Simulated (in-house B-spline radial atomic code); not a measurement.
# How G0W0 and RPA depend on the start: Nb29+

Configuration [Ne] 3s2. Computed with a B-spline radial code for spherical atoms: all electrons, non-relativistic, point nucleus, each spin shell either full or empty, empty states to l = 9 with an (l + 1/2)⁻⁴ tail; G0W0 by contour deformation at full frequency.

Without relativity these are model numbers: it shifts the levels of so heavy an element strongly and can reorder them.

```csv
start,mean-field 3s (eV),G0W0 (eV),QP weight,RPA correlation (Eh)
Hartree-Fock,-1587.74,?,?,?
PBE,-1566.37,-1593.87,0.973,-0.96861
r2SCAN0,-1572.38,?,?,?
wB97X,-1574.65,-1593.41,0.978,-0.92733
LDA exchange-only,-1563.39,-1593.92,0.973,-0.97116
```

(1) What G0W0 level, weight and RPA correlation energy follow from the Hartree-Fock start?

(2) What G0W0 level, weight and RPA correlation energy follow from the r2SCAN0 start?

(3) How much of the dependence on the start does G0W0 remove?

Answers

(1) G0W0 level -1592.65 eV, weight 0.985, RPA correlation -0.85769 hartree.

(2) G0W0 level -1593.43 eV, weight 0.978, RPA correlation -0.92353 hartree.

(3) The mean-field levels span 24.4 eV and the G0W0 levels 1.27 eV. Against 1625.9 ± 2.3 eV (NIST, semi-empirical) the G0W0 removal energies are off by -33.25 to -31.98 eV, with relativity, Breit and QED terms left out.
